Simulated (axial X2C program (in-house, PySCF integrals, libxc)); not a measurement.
**Low determinants of SiBr at the PBE0 level, two-component**

All values were computed with an in-house all-electron X2C program for linear molecules (integrals from PySCF). Two-component (2c) means X2C with spin–orbit coupling and atomic mean-field two-electron Coulomb and Gaunt terms. Basis: Br dyall-cv3z [8s9p6d4f1g], Si dyall-v3z [8s7p2d1f] (cores contracted in-house); Gaussian nuclei, density fitting, unrestricted open shells. Masses: Br 78.918 u, Si 27.977 u.

Search at 2.237 Å (vertical energies from the lowest determinant):

```
ΔE (eV)    state  electrons beyond evenly filled partner blocks  electrons in ±ω = 1/2, 3/2, 5/2, 7/2
   0.00  Ω = 1/2                                        ω = 1/2                             35 12 2 0
   0.06  Ω = 3/2                                        ω = 3/2                             34 13 2 0
   3.82  Ω = 1/2                          2 × ω = -1/2, ω = 3/2                             34 13 2 0
   4.23  Ω = 5/2                           2 × ω = 1/2, ω = 3/2                             34 13 2 0
   4.29  Ω = 5/2                          ω = -1/2, 2 × ω = 3/2                             35 12 2 0
   5.18  Ω = 3/2                                        ω = 3/2                             36 11 2 0
   5.22  Ω = 7/2                           ω = 1/2, 2 × ω = 3/2                             35 12 2 0
```

Lowest determinant, Ω = 1/2 (⟨Sz⟩ = -0.50, ⟨Lz⟩ = 1.00 at PBE0): Re = 2.233 Å, ωe = 421.5 cm⁻¹.

The determinant in row 2 of the search, Ω = 3/2 (⟨Sz⟩ = 0.50, ⟨Lz⟩ = 1.00 at PBE0), was followed along the bond at PBE0; measured from the minimum of the lowest determinant it gives:

Te = 0.059 eV (476 cm⁻¹), Re = 2.236 Å, ωe = 419.7 cm⁻¹.

Q: Compare the bond of the determinant in row 2 with that of the lowest one.

A: At PBE0 its Re is 0.003 Å longer and its force constant, which goes as ωe², is 0.99 times that of the lowest determinant. T0 ≈ Te + Δωe/2 = 476 + (-1) = 475 cm⁻¹.

The search compares states at one distance, so a state with another bond length can lie lower; it is not exhaustive and yields mostly the lowest determinant of each block pattern, so other components and higher states of one pattern are missing. These are energies of single determinants, not of spin-adapted states; PBE0 term energies can be off by some tenths of an eV, and the functional has no current term.
